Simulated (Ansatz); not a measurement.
Computed with Ansatz on PBE0-D4/def2-TZVP structures; ΔE is electronic, products minus reactants. CCSD(T)/CBS adds triple-zeta CCSD(T) − MP2 to the extrapolated MP2 energy (def2 sets, frozen cores). Functionals use def2-TZVPP. B3LYP here is the variant with VWN-RPA as its local correlation; programs differ in this. def2 core potentials past Kr. For Sn outer-core shells are correlated without core-valence functions, which leaves a few kJ/mol of doubt a bond. Each species was taken in one conformer, which may not be the lowest.

Consider the ligand exchange at the Si–O bond: `NB(O[SiH3])O[SiH3]` + `[SH][SnH3]` → `[SiH3][S][SnH3]` + `NB(O)O[SiH3]`.

| level | ΔE (eV) |
| --- | --- |
| B3LYP-D4 | 0.33 |
| ωB97X-V | 0.28 |
| B2PLYP | 0.30 |
| PBE | 0.14 |
| B3LYP | 0.31 |
| HF/def2-TZVPP | 0.43 |
| CCSD(T)/def2-TZVPP | 0.27 |
| CCSD/CBS(def2) | 0.27 |

What does CCSD(T)/CBS give? (Estimate.)

Ansatz gave: +0.24 eV. The listed levels differ from it by 0.09, 0.04, 0.06, -0.10, 0.07, 0.19, 0.03, 0.03 eV.

Largest T1 diagnostic among the species: 0.013.

From PBE to PBE0 (25 % exact exchange), in def2-TZVPP and without D4, ΔE moves by +0.03 eV. In def2-TZVPP, CCSD(T) changes the Hartree–Fock value by −0.16 eV (the triples alone add −0.03 eV) and MP2 by −0.21 eV.
